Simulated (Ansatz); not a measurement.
`CS[SiH]` + `CSB(F)F` → `CS[Si]SC` + `FBF` at 700 K and 1 bar (redistribution).

Calculated with Ansatz (gas phase, PBE0-D4/def2-TZVP geometries, no zero-point term in ΔE). CCSD(T)/CBS is the MP2 limit (def2-TZVPP, def2-QZVPP) plus CCSD(T) − MP2 in def2-TZVPP, frozen cores. This one scheme is used for every species. Each species was taken in one conformer, which may not be the lowest.

```
   species  CCSD(T)/CBS energy (Eh)  H − E (kJ/mol)  S (J/(mol·K))
 `CS[SiH]`               -727.28803           174.1          371.9
 `CSB(F)F`               -662.16308           192.0          423.9
`CS[Si]SC`              -1164.36184           291.1          488.8
     `FBF`               -225.09427            79.5          289.3
```

H − E and S are ideal-gas, rigid-rotor, harmonic terms from PBE0-D4/def2-TZVP, for one conformer and one mirror image of each species. 1 Eh = 2625.50 kJ/mol, R = 8.31446 J/(mol·K).

Question: By hand: ΔE, ΔH, ΔS and ΔG.

Answer: ΔE = (-1164.36184) + (-225.09427) − (-727.28803) − (-662.16308) = -0.00500 Eh = -13.1 kJ/mol. Δ(H − E) = 291.1 + 79.5 − 174.1 − 192.0 = 4.5, so ΔH = -8.6 kJ/mol. ΔS = 488.8 + 289.3 − 371.9 − 423.9 = -17.7 J/(mol·K). ΔG = -8.6 − 700 × (-17.7)/1000 = 3.8 kJ/mol.

Question: By hand: the equilibrium constant, and the temperature at which ΔG would vanish if ΔH and ΔS stayed fixed.

Answer: log₁₀ K = −ΔG/(RT ln 10) = -0.3. ΔG = 0 at ΔH/ΔS = 486 K, though so small a ΔH makes that figure unsure.

TΔS isn't small against ΔH here. The sign of ΔG lies within the doubt. A doubt of 5 kJ/mol in ΔE shifts log₁₀ K by 0.4 here. Other conformers and mirror images would add mixing entropy, several J/(mol·K) or more a flexible species. These are equilibria of isolated gas molecules and say nothing of rates. Largest T1 diagnostic: 0.016 (customary marks: 0.02 for closed shells, 0.045 for open ones).
